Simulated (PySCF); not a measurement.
**Zr: ionisation energy**

Zr [Kr] 4d2 5s2 (3F) → Zr⁺ [Kr] 4d2 5s1 (4F), as a difference of total energies. Computed with PySCF 2.14 in aug-cc-pVTZ-PP with one added diffuse shell each of s, p, d, f, g type with ECP28MDF (7s7p6d4f3g, 113 functions), with scalar relativity through the core potential. Correlated levels: valence: 4s2 4p6 frozen. The calculations carry no spin-orbit coupling.

```
           method  ionisation energy (eV)  error (eV)
              UHF                   5.183      -1.456
              LDA                   6.721      +0.082
              PBE                   6.423      -0.216
             PBE0                   6.281      -0.358
           r2SCAN                   6.129      -0.510
             BP86                   6.611      -0.028
            wB97X                   6.856      +0.217
             MN15                   6.875      +0.236
    MP2 (valence)                   6.113      -0.526
SCS-MP2 (valence)                   6.308      -0.331
```

Reference: 6.639 eV (measured; NIST levels, between the centres of gravity of the two terms).

Errors of the correlated levels include the incompleteness of this basis and the frozen core.

MP2 underrates the near-degeneracy of ns² with np² in the lower species.
